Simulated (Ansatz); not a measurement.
Total energies of `N#[C][InH2]`.

Cartesian coordinates in Å:
```
N 0.678 2.365 -0.360
C 0.363 1.267 -0.193
In -0.219 -0.765 0.117
H -1.655 -0.955 1.014
H 0.833 -1.911 -0.577
```

Total charge 0; spin multiplicity 1. Correlated methods include outer-core shells of In, which these sets cover unevenly. In: def2 effective core potential. The structure was optimised at the PBE0-D4/def2-TZVP level. Basis def2-TZVPP, the Gaussian-basis code of Ansatz.

RPA on PBE orbitals: Hartree–Fock energy of these orbitals -282.66130 Eh, correlation -0.94334 Eh (frozen core).

```json
{"functional": "LDA (SPW92)", "energy without D4 (Eh)": "-283.05246", "D4 term (kJ/mol)": "–"}
{"functional": "PBE", "energy without D4 (Eh)": "-284.07292", "D4 term (kJ/mol)": "-7.5"}
{"functional": "revPBE", "energy without D4 (Eh)": "-284.21567", "D4 term (kJ/mol)": "-20.1"}
{"functional": "BLYP", "energy without D4 (Eh)": "-284.12325", "D4 term (kJ/mol)": "-16.3"}
{"functional": "r2SCAN", "energy without D4 (Eh)": "-284.20360", "D4 term (kJ/mol)": "-1.7"}
{"functional": "B97M-V", "energy without D4 (Eh)": "-284.18609", "D4 term (kJ/mol)": "–"}
{"functional": "PBE0", "energy without D4 (Eh)": "-284.07281", "D4 term (kJ/mol)": "-6.3"}
{"functional": "B3LYP", "energy without D4 (Eh)": "-284.26066", "D4 term (kJ/mol)": "-12.3"}
{"functional": "r2SCANh", "energy without D4 (Eh)": "-284.18332", "D4 term (kJ/mol)": "-1.8"}
{"functional": "r2SCAN0", "energy without D4 (Eh)": "-284.15390", "D4 term (kJ/mol)": "-2.0"}
{"functional": "HSE06 (plane-wave form)", "energy without D4 (Eh)": "-284.06636", "D4 term (kJ/mol)": "-6.0"}
{"functional": "BHLYP", "energy without D4 (Eh)": "-284.05447", "D4 term (kJ/mol)": "-10.7"}
{"functional": "CAM-B3LYP", "energy without D4 (Eh)": "-284.12394", "D4 term (kJ/mol)": "-6.6"}
{"functional": "LC-ωPBE", "energy without D4 (Eh)": "-284.14941", "D4 term (kJ/mol)": "–"}
{"functional": "ωB97X-V", "energy without D4 (Eh)": "-284.14045", "D4 term (kJ/mol)": "–"}
{"functional": "ωB97M-V", "energy without D4 (Eh)": "-284.10846", "D4 term (kJ/mol)": "–"}
{"functional": "B2PLYP", "energy without D4 (Eh)": "-283.90496", "D4 term (kJ/mol)": "–"}
{"functional": "PBE-QIDH", "energy without D4 (Eh)": "-283.85446", "D4 term (kJ/mol)": "–"}
```

B3LYP takes the VWN-RPA correlation (the form of Gaussian; ORCA's B3LYP/G). HSE06 is the plane-wave form, built on full-range PBE exchange. The double hybrids freeze the cores in their second-order part.

LC-ωPBE has ω = 0.4 bohr⁻¹.
